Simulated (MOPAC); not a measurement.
Job for MOPAC: PM6 on CH5GaO (SMILES C[O][GaH2]).

```
PM6 1SCF PRECISE CHARGE=0 THREADS=1
CH5GaO

C     -0.81961779 1    -0.59600906 1     2.46606368 1
O      0.30629081 1     0.09500580 1     1.93705396 1
Ga     0.60977218 1     0.39946948 1     0.17661847 1
H     -1.49901563 1    -0.92624417 1     1.67507676 1
H     -0.47995652 1    -1.47015689 1     3.02537897 1
H     -1.36446284 1     0.06328739 1     3.14486741 1
H     -0.50086895 1    -0.17494581 1    -0.75500837 1
H      1.92416496 1     1.17865520 1    -0.07774270 1
```

The log:

```
*******************************************************************************
 **                                                                           **
 **                              MOPAC v23.2.5                                **
 **                                                                           **
 *******************************************************************************
 ** MOPAC's Digital Object Identifier: https://doi.org/10.5281/zenodo.6511958 **
 **                                                                           **
 ** Please cite the open-source release paper for use of this MOPAC version:  **
 ** J. E. Moussa and J. J. P. Stewart (2026)                                  **
 ** MOPAC: An open-source semiempirical molecular orbital program             **
 ** J. Open Source Softw., 11(119), 8025, https://doi.org/10.21105/joss.08025 **
 *******************************************************************************

                              PM6 CALCULATION RESULTS

 *******************************************************************************
 *  PM6        - The PM6 Hamiltonian to be used
 *
 *
 *
 *                 CHARGE ON SYSTEM = 0
 *
 *
 *
 *  PRECISE    - TIGHTER CRITERIA TO BE USED
 *  1SCF       - DO 1 SCF AND THEN STOP
 *  THREADS=1  - MULTI-THREADING NOT USED
 *  T=         - A TIME OF 172800.0 SECONDS REQUESTED
 *  DUMP=N     - RESTART FILE WRITTEN EVERY 7200.0 SECONDS REQUESTED
 *******************************************************************************
PM6 1SCF PRECISE CHARGE=0 THREADS=1
 CH5GaO

   ATOM   CHEMICAL          X               Y               Z
  NUMBER   SYMBOL      (ANGSTROMS)     (ANGSTROMS)     (ANGSTROMS)

     1       C         -0.81961779  *  -0.59600906  *   2.46606368  *
     2       O          0.30629081  *   0.09500580  *   1.93705396  *
     3      Ga          0.60977218  *   0.39946948  *   0.17661847  *
     4       H         -1.49901563  *  -0.92624417  *   1.67507676  *
     5       H         -0.47995652  *  -1.47015689  *   3.02537897  *
     6       H         -1.36446284  *   0.06328739  *   3.14486741  *
     7       H         -0.50086895  *  -0.17494581  *  -0.75500837  *
     8       H          1.92416496  *   1.17865520  *  -0.07774270  *



          CARTESIAN COORDINATES

    NO.       ATOM           X           Y           Z

     1         C         -0.8196     -0.5960      2.4661
     2         O          0.3063      0.0950      1.9371
     3        Ga          0.6098      0.3995      0.1766
     4         H         -1.4990     -0.9262      1.6751
     5         H         -0.4800     -1.4702      3.0254
     6         H         -1.3645      0.0633      3.1449
     7         H         -0.5009     -0.1749     -0.7550
     8         H          1.9242      1.1787     -0.0777

 General Reference for PM6:
 "Optimization of Parameters for Semiempirical Methods V: Modification of NDDO Approximations
 and Application to 70 Elements", J. J. P. Stewart, J. Mol. Mod., 13, 1173-1213 (2007)
 URL: https://link.springer.com/article/10.1007/s00894-007-0233-4

           Empirical Formula: C H5 O Ga  =     8 atoms



      MOLECULAR POINT GROUP   :   Cs


      RHF CALCULATION, NO. OF DOUBLY OCCUPIED LEVELS = 9


 -------------------------------------------------------------------------------
 PM6 1SCF PRECISE CHARGE=0 THREADS=1
 CH5GaO



     1SCF WAS SPECIFIED, SO BFGS WAS NOT USED
     SCF FIELD WAS ACHIEVED


                              PM6 CALCULATION
                                                       MOPAC v23.2.5 Linux




          FINAL HEAT OF FORMATION =        -40.04278 KCAL/MOL =    -167.53900 KJ/MOL


          COSMO AREA              =        101.47 SQUARE ANGSTROMS
          COSMO VOLUME            =         83.81 CUBIC ANGSTROMS

          IONIZATION POTENTIAL    =         10.641126 EV
          HOMO LUMO ENERGIES (EV) =        -10.641 -0.191
          NO. OF FILLED LEVELS    =          9
          MOLECULAR WEIGHT        =        102.7849         POINT GROUP:  Cs

          MOLECULAR DIMENSIONS (Angstroms)

            Atom       Atom       Distance
            H     8    H     6     4.73755
            H     7    H     5     2.78902
            H     5    H     6     1.49223


          SCF CALCULATIONS        =          1





   ATOM   CHEMICAL          X               Y               Z
  NUMBER   SYMBOL      (ANGSTROMS)     (ANGSTROMS)     (ANGSTROMS)

     1       C         -0.81961779  *  -0.59600906  *   2.46606368  *
     2       O          0.30629081  *   0.09500580  *   1.93705396  *
     3      Ga          0.60977218  *   0.39946948  *   0.17661847  *
     4       H         -1.49901563  *  -0.92624417  *   1.67507676  *
     5       H         -0.47995652  *  -1.47015689  *   3.02537897  *
     6       H         -1.36446284  *   0.06328739  *   3.14486741  *
     7       H         -0.50086895  *  -0.17494581  *  -0.75500837  *
     8       H          1.92416496  *   1.17865520  *  -0.07774270  *

                             CARTESIAN COORDINATES

   1    C       -0.819617790    -0.596009060     2.466063680
   2    O        0.306290810     0.095005800     1.937053960
   3   Ga        0.609772180     0.399469480     0.176618470
   4    H       -1.499015630    -0.926244170     1.675076760
   5    H       -0.479956520    -1.470156890     3.025378970
   6    H       -1.364462840     0.063287390     3.144867410
   7    H       -0.500868950    -0.174945810    -0.755008370
   8    H        1.924164960     1.178655200    -0.077742700


           Empirical Formula: C H5 O Ga  =     8 atoms



      MOLECULAR POINT GROUP   :   Cs


                  EIGENVALUES
 -28.68883 -24.28000 -18.82400 -15.47147 -15.26192 -15.18241 -12.46941 -10.91066
 -10.64113  -0.19078   1.14814   3.02592   3.97627   4.75333   5.46299   5.52889
   6.03005


              NET ATOMIC CHARGES AND DIPOLE CONTRIBUTIONS

  ATOM NO.   TYPE          CHARGE      No. of ELECS.   s-Pop       p-Pop
    1          C          -0.142967        4.1430     1.08419     3.05878
    2          O          -0.476223        6.4762     1.79728     4.67895
    3         Ga          -0.056228        3.0562     1.31190     1.74433
    4          H           0.114620        0.8854     0.88538
    5          H           0.133765        0.8662     0.86624
    6          H           0.133903        0.8661     0.86610
    7          H           0.129122        0.8709     0.87088
    8          H           0.164010        0.8360     0.83599
 DIPOLE           X         Y         Z       TOTAL
 POINT-CHG.    -1.109    -0.510    -1.813     2.185
 HYBRID        -0.100    -0.106     0.658     0.674
 SUM           -1.208    -0.615    -1.155     1.781


          ATOMIC ORBITAL ELECTRON POPULATIONS

     Atom    s        px        py        pz
    1  C   1.08419   0.92234   1.05825   1.07819
    2  O   1.79728   1.49229   1.68281   1.50385
    3 Ga   1.31190   0.77588   0.38191   0.58653
    4  H   0.88538
    5  H   0.86624
    6  H   0.86610
    7  H   0.87088
    8  H   0.83599

 **********************
 *                    *
 * JOB ENDED NORMALLY *
 *                    *
 **********************




 == MOPAC DONE ==
```

The run finished.

Cost: very roughly 0.020 core-seconds.
